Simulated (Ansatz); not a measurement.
Basis-set extrapolation for C2H6BN, SMILES `BC(C)=N` (PBE0-D4/def2-TZVP geometry, frozen core, Ansatz). Multiplicity 1, RHF reference.

```
                      def2-TZVPP   def2-QZVPP
                 HF  -158.379579  -158.387163
    MP2 correlation    -0.637424    -0.678992
CCSD(T) correlation    -0.703833      not run
```

Energies in hartree. Use E(X) = E(∞) + A·exp(−7.88·√X) for Hartree–Fock and E(X) = E(∞) + B·X^(−2.97) for correlation, with X = 3 and 4, and add CCSD(T) minus MP2 of the smaller set to the MP2 limit.

Task: What is the CCSD(T) energy at the basis-set limit?

Result: HF limit: -158.387163 + (-0.007584) × 0.13774 = -158.38821. MP2 limit: -0.678992 + (-0.041568) × 0.74074 = -0.70978. Higher-order term: -0.703833 − (-0.637424) = -0.06641. Total: -159.16440 hartree, 50.8 kcal/mol below CCSD(T)/def2-TZVPP.
